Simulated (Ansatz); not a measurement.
H3NZn (SMILES [NH2][ZnH]) moved off its minimum; all values from Ansatz (a first-principles code), cores frozen in correlated methods.
(charge 0, multiplicity 1)
```xyz
5

Zn    -0.27857    -0.10601    -0.25572
H     -1.21808    -0.12924    -1.51512
N      0.98400     0.11621     1.07184
H      1.17399    -0.50615     1.66646
H      0.81059     0.98124     1.62694
```

Forces at B3LYP/def2-TZVPP (eV/Å):

| atom | Fx | Fy | Fz |
|---|---|---|---|
| Zn1 | -0.152 | 0.071 | -0.478 |
| H2 | 0.358 | -0.068 | 0.561 |
| N3 | -2.416 | 7.289 | -5.048 |
| H4 | 1.946 | -6.495 | 5.706 |
| H5 | 0.265 | -0.797 | -0.741 |

Problem. Give the forces (eV/Å), the total energy and the dipole at CCSD(T)/def2-TZVPPD.

Solution. 
```csv
atom,Fx,Fy,Fz
Zn1,-0.113,0.078,-0.454
H2,0.391,-0.060,0.604
N3,-2.541,7.336,-5.273
H4,1.990,-6.552,5.832
H5,0.274,-0.802,-0.708
```
Energy -1834.7226 hartree, dipole 1.09 D.
